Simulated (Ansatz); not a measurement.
A series at Nb: from `[F][Nb]([F])([Cl])([Cl])[Cl]`, ligands are replaced one by one, each step taking up H–F and setting free HCl; n counts the steps. Ansatz, PBE0-D4/def2-TZVP geometries.

```csv
n,molecule,"zero-point energy, PBE0-D4/def2-TZVP (kJ/mol)"
0,`[F][Nb]([F])([Cl])([Cl])[Cl]`,22.9
1,`[F][Nb]([F])([F])([Cl])[Cl]`,?
2,`[F][Nb]([F])([F])([F])[Cl]`,27.7
3,`[F][Nb]([F])([F])([F])[F]`,30.2
```

Problem. By hand: fit a straight line y = ȳ + b (n − n̄) to the 3 given rows and predict n = 1.

Solution. n̄ = 1.667, ȳ = 26.93; Σ(n − n̄)(y − ȳ) = 11.33, Σ(n − n̄)² = 4.667, so b = 2.43 kJ/mol a step. Prediction: 26.93 + (2.43) × (-0.667) = 25.3 kJ/mol.

Problem. By hand: compare with the computed value, 25.3 kJ/mol, and give the steps along the whole series.

Solution. The line misses by 0.0 kJ/mol (computed minus predicted). Steps: 2.4, 2.4, 2.5 kJ/mol.

The steps differ by at most 0.1 kJ/mol, 4.1 % of a mean step, so the ligands' effects nearly add and a line is close. The miss is 0.0 % of the series' range.
